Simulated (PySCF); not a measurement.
## Mayer bond orders and bond lengths

Compound: propyl methanesulfonate, C4H10O3S.
SMILES with atom numbers: `[CH3:1][CH2:2][CH2:3][O:4][S:5]([CH3:6])(=[O:7])=[O:8]` (hydrogens: H9, H10, H11 on C1; H12, H13 on C2; H14, H15 on C3; H16, H17, H18 on C6)

Structure used (PBE0-D3(BJ)/def2-SVP), in Å, numbered top down from 1:
```xyz
18
C4H10O3S angstrom
C     -1.7534    0.9755    0.6770
C     -1.2055    0.3707   -0.6043
C     -0.2471   -0.7812   -0.3791
O      0.8439   -0.4424    0.4929
S      1.9174    0.6416   -0.0627
C      3.3003    0.1024    0.8989
O      2.1527    0.3810   -1.4730
O      1.5295    1.9699    0.3731
H     -0.9383    1.3994    1.2805
H     -2.4631    1.7863    0.4569
H     -2.2793    0.2230    1.2866
H     -0.6971    1.1449   -1.2025
H     -2.0233   -0.0147   -1.2373
H     -0.7385   -1.6173    0.1399
H      0.1651   -1.1493   -1.3320
H      4.1203    0.7967    0.6753
H      3.0237    0.1585    1.9585
H      3.5569   -0.9210    0.6024
```

Bond orders from the PBE0/pcSseg-1 density (PySCF). Geometry: PBE0-D3(BJ)/def2-SVP, one conformer, isolated molecule.

Question: Where do the orders between heavy atoms depart from those drawn in the SMILES?

Answer: The largest departure is 0.274, at S5–O7 (drawn double, 1.726). Drawn single, order below 0.88: C3–O4 (0.828).

Question: Give the Mayer order of every bond, beside its length.

Answer: 
```json
{"bond": "C1–C2", "drawn as": "single", "length (Å)": "1.519", "Mayer order": "1.039"}
{"bond": "C2–C3", "drawn as": "single", "length (Å)": "1.515", "Mayer order": "1.047"}
{"bond": "C3–O4", "drawn as": "single", "length (Å)": "1.437", "Mayer order": "0.828"}
{"bond": "O4–S5", "drawn as": "single", "length (Å)": "1.624", "Mayer order": "0.910"}
{"bond": "S5–C6", "drawn as": "single", "length (Å)": "1.769", "Mayer order": "0.951"}
{"bond": "S5–O7", "drawn as": "double", "length (Å)": "1.453", "Mayer order": "1.726"}
{"bond": "S5–O8", "drawn as": "double", "length (Å)": "1.451", "Mayer order": "1.756"}
{"bond": "C1–H9", "drawn as": "single", "length (Å)": "1.099", "Mayer order": "0.957"}
{"bond": "C1–H10", "drawn as": "single", "length (Å)": "1.100", "Mayer order": "0.969"}
{"bond": "C1–H11", "drawn as": "single", "length (Å)": "1.102", "Mayer order": "0.966"}
{"bond": "C2–H12", "drawn as": "single", "length (Å)": "1.103", "Mayer order": "0.934"}
{"bond": "C2–H13", "drawn as": "single", "length (Å)": "1.104", "Mayer order": "0.945"}
{"bond": "C3–H14", "drawn as": "single", "length (Å)": "1.100", "Mayer order": "0.949"}
{"bond": "C3–H15", "drawn as": "single", "length (Å)": "1.102", "Mayer order": "0.947"}
{"bond": "C6–H16", "drawn as": "single", "length (Å)": "1.097", "Mayer order": "0.935"}
{"bond": "C6–H17", "drawn as": "single", "length (Å)": "1.096", "Mayer order": "0.932"}
{"bond": "C6–H18", "drawn as": "single", "length (Å)": "1.096", "Mayer order": "0.934"}
```

By pair of heavy elements: C–C: all 2 within 0.02 of one another (1.039 to 1.047). O–S: lowest O4–S5 (0.910, 1.624 Å), highest S5–O8 (1.756, 1.451 Å).

Question: Sum the orders of all bonds at each heavy atom with more than one neighbour and set the sums beside the valence in the SMILES.

Answer: C1 3.931 (drawn 4), C2 3.965 (drawn 4), C3 3.771 (drawn 4), O4 1.738 (drawn 2), S5 5.343 (drawn 6), C6 3.752 (drawn 4). Orders between atoms that aren't bonded are not in these sums.

The Mayer order sums products of elements of PS (density times overlap matrix) between the two atoms' basis functions, so it depends on the basis set.
